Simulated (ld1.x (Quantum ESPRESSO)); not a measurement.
**platinum: one change to an ultrasoft potential, before and after**

platinum, ultrasoft, made with ld1.x (Quantum ESPRESSO) 7.5 (LDA (PZ), scalar-relativistic). Core [Xe] 4f14, reference 5d9 6s0 6p1. Waves: 6s (bound, empty): rcut 2.40, rcutus 2.70 bohr; 6s channel at 3.05 Ry: rcut 2.40, rcutus 2.70 bohr; 6p (bound): rcut 2.30, rcutus 2.85 bohr; 6p channel at 0.65 Ry: rcut 2.30, rcutus 2.85 bohr; 5d (bound): rcut 1.20, rcutus 1.30 bohr; 5d channel at -0.05 Ry: rcut 1.20, rcutus 1.30 bohr. Local part: all-electron potential smoothed inside 1.40 bohr (lloc = -2). Core correction: Bessel-smoothed model core inside 0.60 bohr. Augmentation charge: PSQ, radius 0.90 bohr.

Change: local potential all-electron potential smoothed inside 1.40 bohr (lloc = -1).

Cutoffs: the cutoffs (Ry, on a coarse ladder) from which the occupation-weighted sum of valence levels, in a spherical-Bessel basis at the reference potential, stays within 10 and 1 mRy of its value at 400 Ry; they do not see the model core or the augmentation charge, which bear on the density cutoff. Errors are all-electron minus pseudo energies relative to the spin-unpolarised reference configuration.

Q: What does the change do?

A: The bound ghosts move from s to p; the errors of the 9 common tests hardly move. A state that the projectors do not describe sees the local part alone, so a deeper or shallower local part can create or remove a ghost.

| quantity | base | changed |
| --- | --- | --- |
| cutoffs, loose and tight | 60 Ry, 100 Ry | not determined |
| bound ghosts | s | p (s not tested, overlap not positive) |
| error for 5d9 6s1 6p0, meV [ΔE -5.19 eV] | -103 | -108 |
| error for 5d9 6s0 6p0, meV [ΔE 4.36 eV] | -2.6 | -2.6 |
| error for 5d8 6s0 6p0, meV [ΔE 24.62 eV] | -34 | -34 |
| error for 5d8 6s1 6p1, meV [ΔE 1.41 eV] | -178 | -186 |
| error for 5d7 6s0 6p0, meV [ΔE 57.13 eV] | -203 | -203 |
| error for 5d10 6s0 6p0, meV [ΔE -5.13 eV] | -16 | -16 |
| error for 5d8 6s1 6p0, meV [ΔE 6.23 eV] | -190 | -201 |
| error for 5d9 6s0 6p1 (spin-polarised), meV [ΔE -0.29 eV] | -0.7 | -0.7 |
| error for 5d9 6s1 6p0 (spin-polarised), meV [ΔE -5.56 eV] | -103 | -107 |
| s: phases at 3.12 bohr within 0.05 rad from the reference energy up to (Ry; the scan ends near 5) | to the end of the scan | to the end of the scan |
| p: phases at 3.12 bohr within 0.05 rad from the reference energy up to (Ry; the scan ends near 5) | 4.1 | 3.5 |
| d: phases at 3.12 bohr within 0.05 rad from the reference energy up to (Ry; the scan ends near 5) | to the end of the scan | to the end of the scan |
| lowest overlap eigenvalue by channel | s 0.33, p 0.42, d 0.28 | s -0.15, p 0.33, d 0.82 |

Changed file: the overlap operator is not positive definite in a basis up to 400 Ry (lowest eigenvalue s -0.15), so the file is unfit for use: the generalised eigenproblem breaks down once the basis is large enough, and its test numbers describe a broken file. A true bound ghost makes a file unfit for plane-wave use even where its test errors are small: the radial tests pick states by their node count and pass the ghost by.
